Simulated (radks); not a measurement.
Q: All-electron atom: Tl4+ in [Xe] 4f14 5d9. All-electron calculation, Dirac Kohn-Sham, LDA (Slater exchange, Perdew-Wang correlation), spin-unpolarised, spherical densities, point nucleus; open shells fill j = l - 1/2 first. Program: a radial shooting solver on a logarithmic mesh with Libxc functionals. Some entries of the table are withheld. Estimate them.

orbital,occ.,eigenvalue (eV),r(max) (bohr)
1s1/2,2,-85469.80,0.01003
2s1/2,2,-15244.51,0.05838
2p1/2,2,-14637.51,0.04280
2p3/2,4,-12573.67,0.05040
3s1/2,2,-3673.342,0.1643
3p1/2,2,-3399.438,0.1531
3p3/2,4,-2940.696,0.1685
3d3/2,4,-2487.941,0.1309
3d5/2,6,-2389.915,0.1351
4s1/2,2,(1),0.3695
4p1/2,2,-737.2392,0.3671
4p3/2,4,-625.4377,0.3987
4d3/2,4,-432.8384,0.3903
4d5/2,6,-411.9796,0.3999
5s1/2,2,-176.9014,0.8073
4f5/2,6,-163.0294,(2)
4f7/2,8,-158.4216,(3)
5p1/2,2,-137.0215,0.8478
5p3/2,4,-116.3076,0.9256
5d3/2,4,-61.1131,1.082
5d5/2,5,-58.6318,1.114
6s1/2,0,-47.2866,1.884
6p1/2,0,-37.4245,2.112
6p3/2,0,-34.2162,2.295

A: 
(1) 4s1/2 eigenvalue (eV): -855.1439
(2) 4f5/2 r(max) (bohr): 0.3551
(3) 4f7/2 r(max) (bohr): 0.3597
